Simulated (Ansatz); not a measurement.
System: H4Si2O2, charge 0, singlet. H4Si2O2 (SMILES [SiH2]1O[SiH2]O1).
B3LYP-D3(BJ)/def2-TZVP minimum from Ansatz (a first-principles code):
```xyz
8

O     -0.3096     0.3267     1.0956
Si     1.1037     0.4002     0.1926
O      0.3096    -0.3267    -1.0956
Si    -1.1037    -0.4002    -0.1926
H      2.2027    -0.4131     0.7457
H      1.5548     1.7757    -0.0900
H     -2.2027     0.4131    -0.7457
H     -1.5548    -1.7757     0.0900
```

Atomisation energy term by term, kcal/mol (programs: Ansatz). Open shells are spin-unrestricted; no spin-orbit coupling. Cores are frozen in correlated methods. Rows without X2C or -DK are non-relativistic. CBS(X,Y): correlation extrapolated as X^-3, Hartree-Fock from the larger set. A bracket is a step between two methods taken in the basis named. '+ core + X2C': CCSD(T) terms for core correlation (cc-pwCVTZ, 1s frozen past Ne) and scalar relativity (cc-pVTZ-DK). For partners of very few electrons the exact lower level stands in for a higher one.

```tsv
term	basis	kcal/mol
Hartree-Fock	cc-pV(Q+d)Z	530.54
CCSD correlation	CBS(cc-pV(T+d)Z,cc-pV(Q+d)Z)	185.54
(T)	CBS(cc-pV(T+d)Z,cc-pV(Q+d)Z)	11.57
CCSDT(Q) - CCSD(T)	cc-pV(D+d)Z	0.68
core correlation	cc-pwCVTZ	0.51
scalar relativity	X2C, cc-pVTZ-DK	-2.04
sum: De		726.8
```
